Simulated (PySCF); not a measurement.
Computed IR spectrum (relative IR intensity) of a molecule C₃H₅FSi. Geometry: PBE-D3(BJ)/def2-SVP. Other conformers were not sampled. Method: PBE-D3(BJ)/def2-SVP in PySCF. Frequencies are harmonic and unscaled.

Lines under 2 % of the strongest are left out, and lines within 2 cm⁻¹ are merged.

ν (cm⁻¹): 400 (w), 538 (w), 599 (w), 638 (vw), 731 (w), 739 (w), 833 (m), 881 (vs), 903 (w), 914 (m), 1004 (m), 1125 (m), 1211 (w), 1378 (s), 2013 (vw), 2158 (m), 2163 (m), 2192 (m) (against the strongest line: vs over 80 %, s over 45 %, m over 15 %, w over 4 %, vw less)

**Question.** Pick the molecule that these values belong to.
(A) C#C[C@@H](F)[SiH3]
(B) FC1=CC[SiH2]1
(C) F[C@@H]1C=C[SiH2]1
(D) FC=C=C[SiH3]

**Answer.** D, FC=C=C[SiH3]
